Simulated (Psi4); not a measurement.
CHO₂, charge +1, singlet, at a GFN2-xTB geometry. Base run: CCSD(T)/6-31G** in Psi4.

Psi4 was given this input:
```
memory 2 GB

molecule {
1 1
O     1.21306943   -0.14410509   -0.06170642
C     0.10887143   -0.00061822   -0.02177577
O    -1.06740096    0.07785148    0.11883730
H    -1.81857638    0.53373819   -0.32639241
}

set {
  basis 6-31g**
}

energy('ccsd(t)')
print_variables()
```

Variants of this job, named by their change:

```json
[
 {"change": "base", "ΔE vs base (kcal/mol)": "0.000", "MP2 correlation (Eh)": "-0.47911", "basis functions": "50"},
 {"change": "method = qcisd(t)", "ΔE vs base (kcal/mol)": "-0.71", "MP2 correlation (Eh)": "-0.47911", "basis functions": "50"},
 {"change": "method = cepa(1)", "ΔE vs base (kcal/mol)": "7.80", "MP2 correlation (Eh)": "-0.47911", "basis functions": "50"},
 {"change": "method = mp4", "ΔE vs base (kcal/mol)": "-4.25", "MP2 correlation (Eh)": "-0.47911", "basis functions": "50"},
 {"change": "method = mp2.5", "ΔE vs base (kcal/mol)": "14.06", "MP2 correlation (Eh)": "-0.47920", "basis functions": "50"},
 {"change": "puream = on", "ΔE vs base (kcal/mol)": "7.35", "MP2 correlation (Eh)": "-0.46792", "basis functions": "47"},
 {"change": "method = dlpno-mp2", "ΔE vs base (kcal/mol)": "11.28", "MP2 correlation (Eh)": "-0.47910", "basis functions": "50"},
 {"change": "method = cisd", "ΔE vs base (kcal/mol)": "38.64", "MP2 correlation (Eh)": "-0.47911", "basis functions": "50"},
 {"change": "method = omp2", "ΔE vs base (kcal/mol)": "4.67", "MP2 correlation (Eh)": "-0.47920", "basis functions": "50"},
 {"change": "method = lccd", "ΔE vs base (kcal/mol)": "8.05", "MP2 correlation (Eh)": "-0.47911", "basis functions": "50"}
]
```
